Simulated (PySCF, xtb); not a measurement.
Si(F)3(Et) (C2H5F3Si), SMILES CC[Si](F)(F)F. Other conformers were not sampled.

Harmonic wavenumbers (cm⁻¹) from GFN2-xTB in xtb at its own minimum, in rising order: 36, 115, 144, 206, 214, 261, 266, 347, 676, 730, 881, 916, 919, 997, 1032, 1070, 1229, 1302, 1421, 1464, 1503, 1505, 2967, 2984, 3035, 3042, 3048.

Question: What does PBE-D3(BJ)/def2-SVP run with PySCF give at its own minimum? (Estimate from the structure and the level; the computed values follow.)

Answer: 46, 122, 166, 246, 250, 311, 329, 389, 642, 679, 853, 915, 934, 967, 972, 1024, 1204, 1231, 1347, 1374, 1428, 1431, 2978, 2983, 3033, 3068, 3070. Paired by order, the mean absolute difference is 37 cm⁻¹ and the zero-point energies are 46.2 and 45.7 kcal/mol.
